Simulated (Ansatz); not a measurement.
Born–Oppenheimer molecular dynamics of BH8NOSi (12 atoms, charge 0, multiplicity 1). It starts at the highest image of a converged band. Of that band: Neighbouring images differ by up to 1.4 eV, so the band resolves the path poorly. A vibrational analysis at the climbing image gives one clearly imaginary mode, 1862i cm⁻¹: a first-order saddle point.

Level of theory: RHF/6-31G* (Ansatz 0.2.0).

- ensemble: NVE (velocity Verlet)
- time step: 0.5 fs
- steps asked: 200
- starting velocities drawn for: 100 K
- seed: 4619

Frames 2.5 fs apart, positions in Å.

Velocities at 45 fs (Å/ps):

```
B -5.22 -12.39 13.89
O -1.11 -9.96 -6.11
H 18.36 15.37 7.64
H -1.96 -12.17 9.47
H 0.98 8.73 22.89
N 4.47 9.89 -1.46
H 10.34 11.05 29.79
Si -0.14 4.03 -1.60
H 2.78 -28.10 7.91
H 0.67 0.46 6.71
H -8.61 5.45 -3.47
H -7.18 40.31 -67.99
```

```xyz
12
Properties=species:S:1:pos:R:3 time_fs=45 energy_less_start_eV=-0.830 T=739
B -0.114 0.149 0.480
O -0.368 -0.464 1.743
H -1.286 -0.610 1.802
H 0.916 -0.070 -0.116
H -0.996 0.451 -0.305
N 0.567 2.187 0.517
H 1.492 2.067 0.099
Si -0.603 3.129 -0.502
H -0.161 2.662 -1.832
H -1.976 2.711 -0.217
H -0.493 4.590 -0.511
H 0.630 2.364 1.516
12
Properties=species:S:1:pos:R:3 time_fs=47.5 energy_less_start_eV=-0.768 T=695
B -0.125 0.117 0.512
O -0.368 -0.487 1.724
H -1.289 -0.575 1.836
H 0.905 -0.113 -0.072
H -1.002 0.458 -0.227
N 0.577 2.212 0.510
H 1.502 2.101 0.182
Si -0.602 3.138 -0.506
H -0.164 2.599 -1.814
H -1.975 2.717 -0.195
H -0.512 4.608 -0.510
H 0.622 2.482 1.399
12
Properties=species:S:1:pos:R:3 time_fs=50 energy_less_start_eV=-0.826 T=738
B -0.133 0.081 0.538
O -0.366 -0.507 1.704
H -1.329 -0.540 1.894
H 0.891 -0.171 0.000
H -1.034 0.445 -0.129
N 0.578 2.240 0.494
H 1.530 2.139 0.236
Si -0.598 3.144 -0.512
H -0.192 2.558 -1.804
H -1.970 2.734 -0.161
H -0.524 4.628 -0.494
H 0.627 2.648 1.471
12
Properties=species:S:1:pos:R:3 time_fs=52.5 energy_less_start_eV=-0.716 T=654
B -0.137 0.045 0.551
O -0.370 -0.529 1.692
H -1.279 -0.496 1.948
H 0.895 -0.233 0.071
H -1.093 0.426 -0.044
N 0.576 2.275 0.490
H 1.569 2.179 0.248
Si -0.592 3.147 -0.518
H -0.244 2.547 -1.812
H -1.958 2.762 -0.118
H -0.527 4.634 -0.474
H 0.626 2.762 1.470
12
Properties=species:S:1:pos:R:3 time_fs=55 energy_less_start_eV=-0.835 T=744
B -0.141 0.012 0.550
O -0.377 -0.555 1.691
H -1.229 -0.444 2.015
H 0.923 -0.287 0.114
H -1.152 0.410 0.012
N 0.576 2.321 0.502
H 1.543 2.227 0.234
Si -0.585 3.149 -0.524
H -0.315 2.564 -1.844
H -1.940 2.797 -0.071
H -0.518 4.626 -0.457
H 0.613 2.789 1.341
12
Properties=species:S:1:pos:R:3 time_fs=57.5 energy_less_start_eV=-0.909 T=802
B -0.147 -0.019 0.535
O -0.380 -0.587 1.702
H -1.246 -0.384 2.105
H 0.948 -0.317 0.119
H -1.171 0.395 0.031
N 0.578 2.366 0.509
H 1.496 2.272 0.190
Si -0.577 3.149 -0.531
H -0.397 2.605 -1.892
H -1.921 2.834 -0.022
H -0.496 4.615 -0.451
H 0.603 2.854 1.338
12
Properties=species:S:1:pos:R:3 time_fs=60 energy_less_start_eV=-0.921 T=813
B -0.155 -0.051 0.513
O -0.387 -0.619 1.724
H -1.200 -0.345 2.154
H 0.940 -0.319 0.092
H -1.142 0.384 0.009
N 0.576 2.411 0.513
H 1.501 2.307 0.119
Si -0.571 3.148 -0.539
H -0.481 2.662 -1.940
H -1.906 2.870 0.024
H -0.461 4.615 -0.462
H 0.609 2.956 1.455
12
Properties=species:S:1:pos:R:3 time_fs=62.5 energy_less_start_eV=-0.969 T=849
B -0.165 -0.088 0.496
O -0.395 -0.650 1.750
H -1.134 -0.320 2.175
H 0.901 -0.302 0.038
H -1.089 0.383 -0.057
N 0.576 2.460 0.526
H 1.497 2.346 0.081
Si -0.566 3.149 -0.547
H -0.555 2.723 -1.969
H -1.894 2.901 0.060
H -0.418 4.627 -0.493
H 0.634 2.966 1.437
12
Properties=species:S:1:pos:R:3 time_fs=65 energy_less_start_eV=-0.753 T=684
B -0.176 -0.131 0.488
O -0.395 -0.680 1.769
H -1.147 -0.278 2.224
H 0.863 -0.290 -0.036
H -1.042 0.389 -0.147
N 0.583 2.508 0.540
H 1.458 2.391 0.103
Si -0.565 3.152 -0.554
H -0.609 2.771 -1.976
H -1.883 2.929 0.082
H -0.375 4.639 -0.546
H 0.677 2.936 1.354
12
Properties=species:S:1:pos:R:3 time_fs=67.5 energy_less_start_eV=-0.746 T=676
B -0.190 -0.176 0.489
O -0.396 -0.703 1.783
H -1.137 -0.268 2.240
H 0.843 -0.300 -0.107
H -1.009 0.385 -0.221
N 0.590 2.546 0.541
H 1.473 2.421 0.135
Si -0.567 3.159 -0.560
H -0.636 2.788 -1.971
H -1.875 2.953 0.086
H -0.340 4.641 -0.615
H 0.739 3.000 1.446
12
Properties=species:S:1:pos:R:3 time_fs=70 energy_less_start_eV=-0.556 T=532
B -0.206 -0.223 0.495
O -0.397 -0.720 1.790
H -1.091 -0.300 2.219
H 0.825 -0.346 -0.142
H -0.989 0.353 -0.239
N 0.599 2.582 0.543
H 1.545 2.431 0.156
Si -0.571 3.171 -0.565
H -0.635 2.760 -1.967
H -1.876 2.975 0.077
H -0.319 4.635 -0.696
H 0.772 3.059 1.506
12
Properties=species:S:1:pos:R:3 time_fs=72.5 energy_less_start_eV=-0.954 T=835
B -0.218 -0.270 0.501
O -0.393 -0.735 1.787
H -1.119 -0.310 2.230
H 0.798 -0.430 -0.122
H -0.998 0.297 -0.194
N 0.620 2.616 0.554
H 1.558 2.441 0.200
Si -0.577 3.188 -0.569
H -0.610 2.686 -1.960
H -1.888 2.997 0.063
H -0.317 4.630 -0.781
H 0.750 3.057 1.413
```

Of the whole run (100 fs, mean temperature of the second half 778 K): The conserved energy stayed within 0.37 meV per atom of its start (net change 0.046 meV per atom), so the integration is sound. The kinetic energy rose, since the run started high on the potential surface and went downhill. It ends in pieces (BH3O + H5NSi), so much of that is their flight and rotation, not heat. A run of 0.1 ps of so small a system gives no equilibrium averages. The orbitals stay closed-shell, which can raise the energy where a bond breaks towards radicals; this wasn't checked here.

The run took 4.6 min on 1 thread of Arm Neoverse V2 (shared host), peak memory 0.14 GiB.
